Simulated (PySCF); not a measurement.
**Where the electron goes**

Species: C6H8O2S.
Atom-mapped SMILES: `[CH3:1][S@@:2](=[O:3])[C@H:4]1[CH2:5][CH:6]=[CH:7][C:8]1=[O:9]` (hydrogens: H10, H11, H12 on C1; H13 on C4; H14, H15 on C5; H16 on C6; H17 on C7)

The calculation used TDDFT PBE0/def2-SVPD, vertical, gas phase, core orbitals frozen in the response in PySCF 2.14.0, density-fitted response routines. One conformer (not necessarily the lowest) at the GFN2-xTB geometry, without solvent, vibrations or thermal averaging. Torsions of this conformer, `[CH3:1][S@@:2](=[O:3])[C@H:4]1[CH2:5][CH:6]=[CH:7][C:8]1=[O:9]`: C1–S2–C4–C5 -174°.

Frontier orbitals with the atoms that hold most of them (Löwdin shares over 4%, at most four atoms; ? is withheld):

| orbital | ε (eV) | atoms |
| --- | --- | --- |
| LUMO+2 | 0.44 | S2 28%, C5 12%, H15 11%, H13 9% |
| LUMO+1 | 0.05 | S2 31%, C7 16%, C4 11%, C6 7% |
| LUMO | ? | ? |
| HOMO | -6.80 | O3 38%, S2 27%, O9 10%, C4 9% |
| HOMO-1 | -7.73 | ? |
| HOMO-2 | -7.97 | O3 33%, C7 12%, O9 11%, C6 10% |
| HOMO-3 | -8.39 | O3 25%, C7 20%, C6 19%, C4 6% |

Which atoms hold the HOMO-1, and with what shares?

O9 (bonded to C) 52%; O3 (bonded to S) 13%; C8 (bonded to 2 C and O) 9%; C4 (bonded to 2 C, S and H) 8%. By element: oxygen 65%, carbon 17% or more.

Which atoms hold the LUMO, and with what shares?

C6 (bonded to 2 C and H) 26%; O9 (bonded to C) 21%; C8 (bonded to 2 C and O) 20%; C7 (bonded to 2 C and H) 10%. By element: carbon 57% or more, oxygen 21% or more.

What is the LUMO energy, and the HOMO–LUMO gap?

ε(LUMO) = -1.84 eV; the gap is 4.96 eV (0.1821 hartree).

The HOMO–LUMO gap is 4.96 eV. Where does the response calculation put the lowest singlet, and from which orbitals?

S1 is at 3.57 eV (f = 0.012), 1.39 eV below the gap, made of HOMO→LUMO (77%), HOMO-1→LUMO (22%). Without the coupling terms of the response equations the lowest excitation would equal the gap.

One configuration dominates each of S1, S2, S3 and S4. Which, and how do the shares of the two leading atoms of either orbital change from the occupied to the empty one?

- S1 (3.57 eV, f 0.012), HOMO→LUMO (77%): O3 38% → at most 11%, S2 27% → at most 11%, C6 at most 9% → 26%, O9 10% → 21%
- S2 (4.25 eV, f 0.010), HOMO-1→LUMO (76%): O9 52% → 21%, O3 13% → at most 11%, C6 at most 9% → 26%
- S3 (5.14 eV, f 0.028), HOMO-2→LUMO (77%): O3 33% → at most 11%, C7 12% → 10%, C6 10% → 26%, O9 11% → 21%
- S4 (5.60 eV, f 0.040), HOMO→LUMO+1 (93%): O3 38% → at most 7%, S2 27% → 31%, C7 at most 9% → 16%

Löwdin shares depend on the basis, the more so with diffuse functions.
